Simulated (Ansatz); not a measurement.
Computed with Ansatz on PBE0-D4/def2-TZVP structures; ΔE is electronic, products minus reactants. CBS: MP2 limit from def2 TZ/QZ plus the TZ coupled-cluster correction, frozen cores. This one scheme is used for every species. Functionals use def2-TZVPP. B3LYP here is the variant with VWN-RPA as its local correlation; programs differ in this. For Zn outer-core shells are correlated without core-valence functions, which leaves a few kJ/mol of doubt a bond. Scalar relativity is left out up to krypton. Each species was taken in one conformer, which may not be the lowest.

`[CH3][Zn][CH](F)S` + H₂ → `[CH3][Zn][CH2]S` + H–F  (hydrogenolysis of a C–F bond)

```
             level  ΔE (kJ/mol)  difference from CCSD(T)/CBS
            PBE-D4        -91.7                         21.5
         r2SCAN-D4        -93.8                         19.4
           PBE0-D4       -104.6                          8.6
          B3LYP-D4        -95.7                         17.5
           ωB97X-V        -97.7                         15.5
           ωB97M-V       -100.5                         12.7
            B2PLYP       -104.4                          8.8
               PBE        -92.8                         20.4
            r2SCAN        -94.1                         19.1
              PBE0       -105.6                          7.6
             B3LYP        -97.6                         15.6
     HF/def2-TZVPP       -114.6                         -1.4
    MP2/def2-TZVPP       -119.4                         -6.2
SCS-MP2/def2-TZVPP       -114.2                         -1.0
   CCSD/def2-TZVPP       -115.4                         -2.2
CCSD(T)/def2-TZVPP       -111.8                          1.4
     HF/def2-QZVPP       -114.8                         -1.6
    MP2/def2-QZVPP       -120.3                         -7.1
SCS-MP2/def2-QZVPP       -115.5                         -2.3
      HF/CBS(def2)       -114.9                         -1.7
     MP2/CBS(def2)       -120.8                         -7.6
    CCSD/CBS(def2)       -116.8                         -3.6
       CCSD(T)/CBS       -113.2                            0
```

Largest T1 diagnostic among the species: 0.014.

From PBE to PBE0 (25 % exact exchange), in def2-TZVPP and without D4, ΔE moves by −12.8 kJ/mol.
